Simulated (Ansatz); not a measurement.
`[SiH3][SbH2]` + `CSS` → `CSS[SiH3]` + stibine at 500 K and 1 bar (cleavage of the Si–Sb bond).

Computed with Ansatz on PBE0-D4/def2-TZVP structures; ΔE is electronic, products minus reactants. CCSD(T)/CBS adds triple-zeta CCSD(T) − MP2 to the extrapolated MP2 energy (def2 sets, frozen cores). Elements past krypton have def2 core potentials. For Sb outer-core shells are correlated without core-valence functions, which leaves a few kJ/mol of doubt a bond. One conformer a species, not always the lowest.

```tsv
species	CCSD(T)/CBS energy (Eh)	H − E (kJ/mol)	S (J/(mol·K))
`[SiH3][SbH2]`	-532.08095	133.5	352.2
`CSS`	-836.00794	157.7	335.9
`CSS[SiH3]`	-1126.31043	218.4	411.9
`[SbH3]`	-241.78682	70.2	256.6
```

H − E and S are ideal-gas, rigid-rotor, harmonic terms from PBE0-D4/def2-TZVP, for one conformer and one mirror image of each species. 1 Eh = 2625.50 kJ/mol, R = 8.31446 J/(mol·K).

Q: By hand: ΔE, ΔH, ΔS and ΔG.

A: ΔE = (-1126.31043) + (-241.78682) − (-532.08095) − (-836.00794) = -0.00836 Eh = -21.9 kJ/mol. Δ(H − E) = 218.4 + 70.2 − 133.5 − 157.7 = -2.6, so ΔH = -24.5 kJ/mol. ΔS = 411.9 + 256.6 − 352.2 − 335.9 = -19.6 J/(mol·K). ΔG = -24.5 − 500 × (-19.6)/1000 = -14.7 kJ/mol.

Q: By hand: the equilibrium constant, and the temperature at which ΔG would vanish if ΔH and ΔS stayed fixed.

A: log₁₀ K = −ΔG/(RT ln 10) = 1.5. ΔG = 0 at ΔH/ΔS = 1250 K, though so small a ΔS makes that figure unsure.

TΔS isn't small against ΔH here. A doubt of 5 kJ/mol in ΔE shifts log₁₀ K by 0.5 here. Other conformers and mirror images would add mixing entropy, several J/(mol·K) or more a flexible species. These are equilibria of isolated gas molecules and say nothing of rates. Largest T1 diagnostic: 0.014 (customary marks: 0.02 for closed shells, 0.045 for open ones).
